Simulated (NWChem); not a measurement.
System: BNH₃F; SMILES NBF

```xyz
6

B     -0.4866     0.0734     0.0000
H     -1.6818     0.1022     0.0000
F      0.1962     1.2300     0.0000
N      0.2087    -1.1390     0.0000
H      1.2187    -1.1940     0.0000
H     -0.2576    -2.0337     0.0000
```
Atoms are numbered in this order, from 1.

All runs: NWChem. All runs use the structure optimised with B3LYP/6-31G* (spherical d). GIAO values for the isolated, static molecule; σ is the absolute isotropic shielding, δ = σ(reference) − σ with the isolated reference molecule computed at the same levels (11B: boron trifluoride, 19F: trichlorofluoromethane, 1H: tetramethylsilane, 15N: ammonia).

Q: What does the run give for PBE0/pcSseg-2? Quantities: δ B1 (ppm); δ H2 (ppm); δ F3 (ppm); δ N4 (ppm); δ H5 (ppm); δ H6 (ppm).

A: 
```
Property     Value
----------  ------
δ B1 (ppm)    17.9
δ H2 (ppm)    4.41
δ F3 (ppm)  -121.6
δ N4 (ppm)    84.6
δ H5 (ppm)    3.22
δ H6 (ppm)    3.32
```
